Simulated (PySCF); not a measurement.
Molfile (atoms numbered from 1):
```
C4H9FOSi
     RDKit          3D

 16 16  0  0  0  0  0  0  0  0999 V2000
    2.1308   -0.3040    0.2015 C   0  0  0  0  0  0  0  0  0  0  0  0
    0.7267   -0.0311    0.7194 C   0  0  2  0  0  0  0  0  0  0  0  0
   -0.3139   -0.9888    0.1303 C   0  0  0  0  0  0  0  0  0  0  0  0
   -1.6719   -0.2949    0.1981 C   0  0  2  0  0  0  0  0  0  0  0  0
   -2.5198   -0.8067   -0.7722 F   0  0  0  0  0  0  0  0  0  0  0  0
   -1.1861    1.5540   -0.0376 Si  0  0  0  0  0  4  0  0  0  0  0  0
    0.3627    1.3026    0.3968 O   0  0  0  0  0  0  0  0  0  0  0  0
    2.4292   -1.3179    0.4542 H   0  0  0  0  0  0  0  0  0  0  0  0
    2.8330    0.3956    0.6464 H   0  0  0  0  0  0  0  0  0  0  0  0
    2.1570   -0.1805   -0.8782 H   0  0  0  0  0  0  0  0  0  0  0  0
    0.7188   -0.1093    1.8152 H   0  0  0  0  0  0  0  0  0  0  0  0
   -0.0852   -1.1627   -0.9234 H   0  0  0  0  0  0  0  0  0  0  0  0
   -0.2994   -1.9465    0.6506 H   0  0  0  0  0  0  0  0  0  0  0  0
   -2.1725   -0.4938    1.1519 H   0  0  0  0  0  0  0  0  0  0  0  0
   -1.2710    1.9738   -1.4283 H   0  0  0  0  0  0  0  0  0  0  0  0
   -1.8459    2.4190    0.9315 H   0  0  0  0  0  0  0  0  0  0  0  0
  1  2  1  0
  2  3  1  0
  3  4  1  0
  4  5  1  0
  4  6  1  0
  6  7  1  0
  7  2  1  0
  1  8  1  0
  1  9  1  0
  1 10  1  0
  2 11  1  1
  3 12  1  0
  3 13  1  0
  4 14  1  1
  6 15  1  0
  6 16  1  0
M  END
```

Geometry: GFN2-xTB; GIAO absolute shieldings from PySCF 2.14.0 with density-fitted response routines, gas phase, non-relativistic, averaged over equivalent atoms.

At PBE0/6-31G* (120 basis functions, of the order of 30 core-seconds):
| atoms | σ (ppm) |
| --- | --- |
| C4 | 109.2 |
| C2 | 125.4 |
| C3 | 154.0 |
| C1 | 171.2 |
| F5 | 439.2 |
| Si6 | 402.7 |
| O7 | 290.8 |
| H14 | 26.71 |
| H15 | 27.04 |
| H16 | 27.20 |
| H11 | 28.07 |
| H13 | 29.89 |
| H12 | 30.40 |
| H8/H9/H10 | 31.12 |

Task: Predict the values at PBE0/pcSseg-1 on the same geometry.

Result: 
```json
{"atoms": "C4", "σ at PBE0/pcSseg-1": "93.3", "change": "-15.9"}
{"atoms": "C2", "σ at PBE0/pcSseg-1": "110.9", "change": "-14.5"}
{"atoms": "C3", "σ at PBE0/pcSseg-1": "141.1", "change": "-12.9"}
{"atoms": "C1", "σ at PBE0/pcSseg-1": "160.3", "change": "-10.9"}
{"atoms": "F5", "σ at PBE0/pcSseg-1": "431.4", "change": "-7.8"}
{"atoms": "Si6", "σ at PBE0/pcSseg-1": "360.2", "change": "-42.5"}
{"atoms": "O7", "σ at PBE0/pcSseg-1": "281.4", "change": "-9.4"}
{"atoms": "H14", "σ at PBE0/pcSseg-1": "26.10", "change": "-0.61"}
{"atoms": "H15", "σ at PBE0/pcSseg-1": "26.70", "change": "-0.34"}
{"atoms": "H16", "σ at PBE0/pcSseg-1": "26.79", "change": "-0.41"}
{"atoms": "H11", "σ at PBE0/pcSseg-1": "27.57", "change": "-0.50"}
{"atoms": "H13", "σ at PBE0/pcSseg-1": "29.18", "change": "-0.71"}
{"atoms": "H12", "σ at PBE0/pcSseg-1": "29.82", "change": "-0.58"}
{"atoms": "H8/H9/H10", "σ at PBE0/pcSseg-1": "30.29", "change": "-0.83"}
```

The largest change is at Si6 (silicon bonded to C, O, 2 H, in a 5-membered ring). Cost: 171 basis functions, about 80 core-seconds. The order of the carbon signals is the same at both levels.
